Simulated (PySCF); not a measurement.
Compound: germanium selenide, GeSe (singlet state).
Numbering: `[Ge:1]=[Se:2]`

Cartesian coordinates in Å at the PBE0-D3(BJ)/def2-SVP level; atoms count from 1:
```
atom  x, y, z in Å
Ge1   -0.9790   -0.4182    0.0820
Se2    0.9966    0.3894   -0.0941
```

Method: PBE0-D3(BJ)/def2-SVP geometry optimisation, gas phase in PySCF.

Masses are those of the commonest isotopes; rigid-rotor values at the optimised geometry. 

(1) What are the moment of inertia and the rotational constant?

(2) List the first levels of a rigid rotor in a Σ state.

(3) Where do the first rotational lines fall?

(4) Estimate the classical rotational partition function at 25 K, 100 K and 298.15 K.

## Answers

(1) I = 176.116 u·Å², B = 505379 MHz·u·Å²/I = 2870 MHz (0.0957 cm⁻¹, or 0.138 K as hB/k). For two atoms I = μr² with μ = 38.4010 u and r = 2.1415 Å.

(2) E(J) = BJ(J+1): J = 1: 0.191, J = 2: 0.574, J = 3: 1.149, J = 4: 1.914, J = 5: 2.872, J = 6: 4.020 cm⁻¹.

(3) The dipole is 1.71 D; J+1 ← J lies at 2B(J+1): 1 ← 0 at 5.74 GHz, 2 ← 1 at 11.48 GHz, 3 ← 2 at 17.22 GHz, 4 ← 3 at 22.96 GHz, 5 ← 4 at 28.70 GHz, 6 ← 5 at 34.44 GHz.

(4) Point group C∞v, symmetry number σ = 1; q = kT/(σhB), k/h = 20836.6 MHz/K: 182 at 25 K, 726 at 100 K, 2160 at 298.15 K.

PBE0-D3(BJ)/def2-SVP frequencies: not computed here. These are rigid-rotor constants of the computed structure; measured ground-state constants (B0) also hold zero-point vibration.
